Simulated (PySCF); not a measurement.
Species: hydroxydifluoroborane, BF₂HO.
Z-matrix (Å and degrees, PBE0-D3(BJ)/def2-TZVP geometry), rows numbered from 1:
```
O 
B   1  1.3455
F   2  1.3276  1  122.24
F   2  1.3175  1  119.48  3   179.92
H   1  0.9600  2  113.56  3     0.10
```

All values: wB97X-D/pcSseg-2 (PySCF, non-relativistic), on one gas-phase PBE0-D3(BJ)/def2-TZVP geometry that isn't relaxed in the solvent. The solvent is an IEF-PCM continuum (cavity from Bondi-type radii × 1.2). The model holds no explicit solvent molecules, cavitation or dispersion.

Gas phase at wB97X-D/pcSseg-2: HOMO -12.74 eV, LUMO 2.03 eV, dipole 2.02 D.

**Question.** What does the continuum do to the energy, the frontier levels and the dipole at wB97X-D/pcSseg-2 in chloroform?

**Answer.** 
```csv
solvent,ε,E(solvent) − E(gas) (kcal/mol),polarisation term (kcal/mol),distortion of the solute (kcal/mol),HOMO (eV),LUMO (eV),dipole (D)
chloroform,4.711,-3.54,-3.83,0.29,-12.58,2.43,2.28
```

The polarisation term is half the interaction of the solute with the surface charges that it induces; the rest is the cost of distorting the solute's density. The sum is the electrostatic part of solvation alone.

**Question.** Which radius a makes the point-dipole formula ΔE = −[(ε − 1)/(2ε + 1)]·μ²/a³ give the value in chloroform, with the gas-phase dipole?

**Answer.** μ = 0.795 au and |ΔE| = 0.00564 Eh give a = 1.81 Å; the farthest nucleus lies 1.65 Å from the centroid of the nuclei. The formula assumes a rigid point dipole at the centre of a sphere.

wB97X-D is run here without its empirical dispersion term; that term would change no orbital, density or response property at a fixed geometry.
